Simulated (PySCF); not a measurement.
**Excitation energies in several basis sets**

C3H4F2Si.
SMILES with atom numbers: `[F:1][CH:2]([F:3])[C:4]#[C:5][SiH3:6]` (hydrogens: H7 on C2; H8, H9, H10 on Si6)

TDDFT with PBE0 (PySCF), vertical singlets, core orbitals frozen in the response, spherical d and f functions. Geometry: PBE0-D3(BJ)/def2-SVP; no solvent, vibrations or thermal averaging.

```tsv
basis	functions	diffuse	S1 (eV)	S2 (eV)	S3 (eV)	S4 (eV)	S5 (eV)	LUMO (eV)	α (au)
6-31G*	96	no	5.88	6.19	6.21	8.05	8.10	-0.37	52.5
def2-SVP	108	no	5.87	6.18	6.20	8.24	8.28	-0.64	55.5
6-31+G*	120	yes	5.83	6.13	6.15	7.46	7.53	-0.76	60.0
def2-SVPD	162	yes	5.82	6.11	6.14	7.77	7.85	-0.84	66.5
aug-cc-pVDZ	178	yes	5.81	6.09	6.12	7.38	7.47	-0.79	67.4
def2-TZVP	216	no	5.79	6.07	6.10	7.90	7.97	-0.80	62.7
def2-TZVPD	270	yes	5.77	6.05	6.07	7.54	7.62	-0.86	67.5
```

**Question.** How much do these states and the polarisability depend on the basis?

**Answer.** States are compared by their number. Against the largest diffuse basis here (def2-TZVPD, itself not a converged limit), sets without diffuse functions differ by up to 0.11 eV in S1 and 0.65 eV in S5; the smaller diffuse sets differ by up to 0.06 and 0.23 eV. State by state, the largest deviation of a set without diffuse functions is S1 0.11, S2 0.14, S3 0.14, S4 0.70, S5 0.65 eV. The same number needn't mean the same state in each row. Against def2-TZVPD the polarisability deviates by -22% in 6-31G*, -18% in def2-SVP, -11% in 6-31+G*, -2% in def2-SVPD, 0% in aug-cc-pVDZ, -7% in def2-TZVP. A single + in a Pople set puts diffuse functions on heavy atoms only.
